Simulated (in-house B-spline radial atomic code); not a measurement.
A fraction x of an electron is removed from 4p in Nb, starting from [Kr] 4d4 5s1 and keeping the highest spin. Method: scalar-relativistic (X2C) HSE06, spin-polarised, spherical fractional occupations, Fermi nucleus of rms radius 4.324 fm. Calculated with an all-electron radial atomic-structure program (B-spline basis).

Caution: exact exchange at fractional occupations of open shells leaves self-interaction of up to several eV.

| x | E(x) - E(0) (eV) | 4p down level (eV) |
| --- | --- | --- |
| 0 | 0.0000 | -34.578 |
| 0.04 | 1.3889 | -34.869 |
| 0.22 | 7.7884 | -36.255 |
| 0.31 | ? | ? |
| 0.46 | 16.7284 | -38.273 |
| 0.5 | 18.2663 | -38.626 |
| 0.56 | ? | ? |
| 0.66 | 24.5619 | -40.080 |
| 0.86 | 32.7669 | -41.984 |
| 0.96 | 37.0145 | -42.969 |
| 1 | 38.7412 | -43.368 |

(1) What belongs in the row x = 0.31?

(2) What belongs in the row x = 0.56?

(3) Check Janak's theorem between x = 0.04 and 0.22.

Results:

(1) An energy change of 11.0844 eV; 4p down at -36.991 eV.

(2) An energy change of 20.6000 eV; 4p down at -39.163 eV.

(3) The slope of the energy is 35.55 eV; the orbital levels give 35.56 eV (-ε of the emptying orbital, averaged over the two points).
